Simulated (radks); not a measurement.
These are the eigenvalues of the occupied orbitals of an atom or ion with whole-number occupations (eV). All-electron calculation, Dirac Kohn-Sham, BLYP, spin-unpolarised, spherical densities, finite nucleus; Fermi nuclear charge, rms radius of each element as measured or else 0.836 A^(1/3) + 0.57 fm. Program: a radial shooting solver on a logarithmic mesh with Libxc functionals.

1s1/2: -21953.34
2s1/2: -3175.346
2p1/2: -2936.333
2p3/2: -2805.306
3s1/2: -577.7323
3p1/2: -484.9685
3p3/2: -462.7359
3d3/2: -298.3644
3d5/2: -294.0318
4s1/2: -97.9287
4p1/2: -70.0599
4p3/2: -66.5670
4d3/2: -25.2140
4d5/2: -24.8258

Which element is it, and in what charge state? The configuration may be excited.

Answer. Z = 44, ruthenium, charge +2: Ru2+ in [Ar] 3d10 4s2 4p(1/2: 2, 3/2: 3) 4d(3/2: 4, 5/2: 3). The list shows which subshells hold electrons but not how many an open one holds; the 1s level, -806.77 hartree, gives Z - s = 40.2 by -(Z - s)^2/2, which with screening and relativity narrows Z to a few neighbours, and the depths of the outer levels then fix element, charge and occupations together.
